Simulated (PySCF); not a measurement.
Screening by computed properties: pick the candidate that meets the target.

Species are written as SMILES; each is one conformer at its optimised geometry, gas phase, non-relativistic unless stated; the electronic structure was computed with PySCF and density fitting.

Dipoles, sizes and rotational constants follow the conformer. The torsions of the flexible species, by atom-mapped SMILES:
- `[CH3:1][O:2]/[CH:3]=[CH:4]\[CH2:5]/[C:6]([CH3:7])=[CH:8]\[F:9]`: C1–O2–C3–C4 172°, C3–C4–C5–C6 107°, C4–C5–C6–C7 -63°
- `[CH3:1][CH2:2][O:3][Si@H:4]([CH3:5])/[CH:6]=[CH:7]\[SiH3:8]`: C1–C2–O3–Si4 -167°, C2–O3–Si4–C5 176°, O3–Si4–C6–C7 37°
- `[CH2:1]=[CH:2][C@:3]([F:4])([CH2:5][CH3:6])[C:7]([CH3:8])=[O:9]`: C1–C2–C3–F4 -3°, C2–C3–C5–C6 179°, C2–C3–C7–C8 -109°
- `[CH2:1]=[CH:2][SiH2:3][C@@H:4]([CH3:5])[C:6]1=[CH:7][SiH2:8][CH2:9]1`: C1–C2–Si3–C4 -142°, C2–Si3–C4–C5 -176°, Si3–C4–C6–C7 99°

Question: Wanted: smallest rotational constant between 0.6 GHz and 0.7 GHz (GFN2-xTB) and dipole moment above 1 D (PBE0/pcSseg-1), at GFN2-xTB geometries. Which candidate meets both?
A. `CO/C=C\C/C(C)=C\F`
B. `CCO[Si@H](C)/C=C\[SiH3]`
C. `C=C[SiH2][C@@H](C)C1=C[SiH2]C1`
D. `C(=O)(C)[C@@](F)(CC)C=C`

Answer: A. Computed values:
```
                       species  smallest rotational constant  dipole moment
C=C[SiH2][C@@H](C)C1=C[SiH2]C1                     0.574 GHz         0.54 D
             CO/C=C\C/C(C)=C\F                     0.632 GHz         3.12 D
       CCO[Si@H](C)/C=C\[SiH3]                     0.778 GHz         0.84 D
       C(=O)(C)[C@@](F)(CC)C=C                     1.216 GHz         1.25 D
```
